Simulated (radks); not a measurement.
Results of a calculation; reference values are marked as such.
Fractional charge and spin in the 4p shell of zirconium: the spin-up occupation runs from 2 to 3 and the spin-down occupation from 2 to 3; the fullest corner is Zr3+, [Ar] 3d10 4s2 4d(up 0.5, down 0.5) 4p(up 3, down 3). Level of theory: scalar-relativistic Kohn-Sham, r2SCAN, spin-polarised, spherical densities, finite nucleus; meta-GGA in the generalised Kohn-Sham scheme; Fermi nuclear charge, rms radius of each element as measured or else 0.836 A^(1/3) + 0.57 fm (a radial shooting solver on a logarithmic mesh with Libxc functionals). Energy (eV) minus the two flat planes that join the four corners (they meet along the diagonal where the two added fractions sum to one electron); zero is where a piecewise linear energy would lie.

down \ up,2,2.25,2.5,2.75,3
2,0.000,-1.455,-1.935,-1.447,0.000
2.25,-1.455,-1.839,-1.259,0.276,-1.376
2.5,-1.935,-1.259,0.368,-1.197,-1.829
2.75,-1.447,0.276,-1.197,-1.741,-1.367
3,0.000,-1.376,-1.829,-1.367,0.000

Corners above the fullest one (they belong to Zr4+ and the next ion): (up 3, down 2) 67.221 eV, (up 2, down 3) 67.221 eV, (up 2, down 2) 150.98 eV. With half an added electron in each spin the energy lies 0.368 eV from the planes, and with half an added electron in spin up alone -1.935 eV. The planes are only a guide here: the flat-plane condition holds for ground states with one frontier orbital, while this shell lies below other occupied shells, so the corners above the fullest one are inner-hole states and not the ground states of those ions.
